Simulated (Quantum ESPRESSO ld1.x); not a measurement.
Species: P3+. Configuration: [Ne] 3s1.5 4s0.5 (fractional occupations, a model configuration).

All-electron calculation, scalar-relativistic Kohn-Sham, LDA (Slater exchange, Perdew-Wang correlation), spin-polarised, spherical densities, point nucleus; open shells are filled with parallel spins first. Program: ld1.x of Quantum ESPRESSO 7.5.

Energy parts (eV):
part                     energy
total                  -9200.43
kinetic                 9223.44
electron-nucleus      -21482.70
Hartree                 3623.30
exchange-correlation    -564.47

Orbitals (lengths in bohr, moments of r in powers of bohr; r(max) is where P^2 peaks):
orbital  occ.  eigenvalue (eV)   r(max)
1s up       1         -2120.61  0.06784
1s down     1         -2120.44  0.06784
2s up       1         -215.906   0.4194
2s down     1         -215.700   0.4194
2p up       3         -167.437   0.3525
2p down     3         -167.228   0.3525
3s up       1         -48.7657    1.450
3s down   0.5         -47.6193    1.451
4s up     0.5         -19.7341    3.511
4s down     0         -18.9032    3.534

The highest occupied level is 4s up at -19.734 eV. Summed over all electrons, <r^2> = 14.51 bohr^2, which gives a Langevin (diamagnetic) susceptibility term of -11.5 x 10^-6 cm^3/mol. The density falls to 0.001 e/bohr^3 at r = 3.89 bohr. Spin moment in Bohr magnetons: 1.
